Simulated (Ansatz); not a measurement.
```yaml
atoms:
  - { symbol: O, position_ang: [-1.4562, -0.1566, 0.0041] }
  - { symbol: H, position_ang: [-1.9061, 0.6939, -0.0029] }
  - { symbol: H, position_ang: [-0.5156, 0.0872, 0.0002] }
  - { symbol: O, position_ang: [1.3728, 0.1605, -0.0011] }
  - { symbol: H, position_ang: [1.5432, -0.4076, -0.7591] }
  - { symbol: H, position_ang: [1.5397, -0.4111, 0.7587] }
```

Basis set: cc-pVDZ (spherical functions). Left uncorrelated: 2 orbitals. Charge 0, multiplicity 1.

Computed with Ansatz (development build ahead of 0.2.0); each method stands on the lowest determinant of its kind that the runs found. Restricted open shells among the atoms or ions are ROHF, correlated in semicanonical orbitals with singles.

Q: Give the atomization energy at this shape (free ground-state atoms in the same class of orbitals less the molecule, no zero-point energy) of singlet H₄O₂ by RHF-MP2, RHF.

A:

```json
{"method": "RHF-MP2", "atomization energy": "18.60 eV"}
{"method": "RHF", "atomization energy": "13.31 eV"}
```
